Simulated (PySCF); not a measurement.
# Gas-phase thermal properties of HgCl₂

Energies from PySCF, thermal terms from the rigid-rotor harmonic-oscillator model, ideal gas at 1 bar. All species are closed-shell singlets. Hg: scalar-relativistic def2 core potential, no spin-orbit coupling. The harmonic model lacks anharmonicity and excited electronic states, which grow with temperature; levels with a mode under 35 cm⁻¹ are left out. Soft modes under 120 cm⁻¹ make the harmonic entropy rough for HgCl₂.

```json
[
 {"level": "PBE/def2-SVP", "point group": "D∞h", "σ": "2", "ZPE (kJ/mol)": "5.4", "S°298 (J/mol/K)": "291.1", "Cp298 (J/mol/K)": "58.5", "S°1000 (J/mol/K)": "364.7", "H1000 − H298 (kJ/mol)": "42.9"},
 {"level": "PBE0/def2-TZVP", "point group": "D∞h", "σ": "2", "ZPE (kJ/mol)": "5.8", "S°298 (J/mol/K)": "288.7", "Cp298 (J/mol/K)": "58.0", "S°1000 (J/mol/K)": "362.1", "H1000 − H298 (kJ/mol)": "42.8"}
]
```
σ: rotational symmetry number. Electronic degeneracy used: 1. Frequencies are unscaled.
